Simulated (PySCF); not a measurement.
Orbital picture of KAl⁺

PBE at R = 3.879 Å; PySCF, no relativity, basis sets K aug-pcseg-1, Al aug-pcseg-1. State: ²Σ⁺ (doublet), unpaired electrons σ ↑. Only the outer orbitals are listed, counted within each symmetry.

| spin | orbital | occ. | ε (eV) | on K (%) | main shells (%) |
| --- | --- | --- | --- | --- | --- |
| α | 7σ | 1 | -39.90 | 100 | 100 K s |
| α | 3π | 1 | -23.86 | 100 | 100 K p |
| α | 3π | 1 | -23.86 | 100 | 100 K p |
| α | 8σ | 1 | -23.82 | 100 | 100 K p |
| α | 9σ | 1 | -11.91 | 5 | 95 Al s |
| α | 10σ | 1 | -7.46 | 24 | 74 Al p, 16 K s |
| α | 4π | 0 | -6.65 | 3 | 97 Al p |
| α | 4π | 0 | -6.65 | 3 | 97 Al p |
| α | 11σ | 0 | -5.42 | 83 | 77 K s, 12 Al p |
| β | 7σ | 1 | -39.88 | 100 | 100 K s |
| β | 3π | 1 | -23.83 | 100 | 100 K p |
| β | 3π | 1 | -23.83 | 100 | 100 K p |
| β | 8σ | 1 | -23.77 | 99 | 100 K p |
| β | 9σ | 1 | -11.36 | 3 | 97 Al s |
| β | 4π | 0 | -6.37 | 1 | 98 Al p |
| β | 4π | 0 | -6.37 | 1 | 98 Al p |
| β | 10σ | 0 | -6.34 | 34 | 62 Al p, 28 K s |

**Question.** Which are the highest filled and the lowest empty level, where do they sit, and how wide is the gap?

**Answer.** Highest filled α 10σ at -7.46 eV (in %: 74 Al p, 16 K s); lowest empty α 4π at -6.65 eV (in %: 97 Al p); the gap at PBE is 0.81 eV.

The bond order (Mayer) is 0.49, the ⟨S²⟩ is 0.753 and the charge on K (Mulliken, basis-dependent) is 0.70. The charge on K (Löwdin, basis-dependent) is 0.64 and the dipole moment (positive dipole points towards Al; it is taken about the centre of mass and depends on that origin) is -3.44 D. The polarisability along the bond is 137.5 bohr³ and the polarisability across the bond is 57.7 bohr³.

The state was picked by a PBE0 search and need not be the measured ground state.
